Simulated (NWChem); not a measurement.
BICl$_{2}$; SMILES ClB(Cl)I

def2 effective core potentials on I; no spin-orbit coupling.

### Question
Give the equilibrium geometry at PBE0/def2-SVP with def2 effective core potentials on I (NWChem) as a list of bonds and angles, with the point group.

### Answer
point group C2v; any orientation.
Bonded distances (Å): B1–Cl2 1.740, B1–Cl3 1.740, B1–I4 2.127. Bond angles (°): Cl2–B1–Cl3 119.8, Cl2–B1–I4 120.1, Cl3–B1–I4 120.1.
